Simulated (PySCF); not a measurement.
**GaP from Hartree–Fock to correlated methods**

State: ³Σ⁻ (triplet), unpaired electrons π ↑↑. Set-up: basis Ga def2-TZVPP, P def2-TZVPP; no relativity; PySCF 2.14. De refers to Ga + P in their high-spin ground configurations, without counterpoise correction. The functionals are run spin-unrestricted. A positive dipole means Ga(−)P(+).

```csv
Level,Re (Å),ωe (cm⁻¹),De (eV),μ (D)
UHF,2.473,295,1.00,-1.58
UHF-MP2,2.438,305,1.84,n/a
UHF-SCS-MP2,2.451,300,1.85,n/a
UHF-CCSD,2.449,302,1.83,n/a
UHF-CCSD(T),2.451,300,1.92,n/a
PBE,2.480,283,2.30,-1.35
PW91,2.477,283,2.33,-1.35
r²SCAN,2.448,295,2.17,-1.23
r²SCANh,2.444,298,2.12,-1.26
B3LYP,2.481,282,2.15,-1.52
PBE0,2.455,296,2.17,-1.38
B97-3,2.484,286,2.23,-1.57
ωB97M-V,2.439,304,2.15,-1.36
```

Which functional lies closest to UHF-CCSD(T) in De, which farthest, and by how much do they differ from it?

Closest is r²SCANh (-0.7 pm in Re, -0.7 % in ωe, +0.20 eV in De against UHF-CCSD(T) in the same basis), farthest PW91 (+2.6 pm in Re, -5.7 % in ωe, +0.41 eV in De). CCSD(T) converges more slowly with the basis than the functionals do and binds too weakly in this one, so the order can change at the basis-set limit.

What does the step from GGA to meta-GGA do here, going from PBE to r²SCAN?

r²SCAN less PBE: -3.2 pm in Re, +4.2 % in ωe, -0.13 eV in De. 

What does all correlation do here, going from UHF to UHF-CCSD(T)?

UHF-CCSD(T) less UHF: -2.2 pm in Re, +1.7 % in ωe, +0.92 eV in De. Correlation nearly always deepens the well. The bond shortens, as in weak, metallic or heavy-atom bonds, where dispersion and the correlation of outer-core electrons pull the atoms together.

Correlated steps freeze 14 core orbitals. Spin–orbit coupling is left out. The state is the lowest determinant that a PBE0 search found; another state may lie lower at other levels.

The whole job (state search and all levels along the bond) took about 9 min on 1 thread of AMD EPYC 9R14 (shared host), peak memory 2.9 GiB.
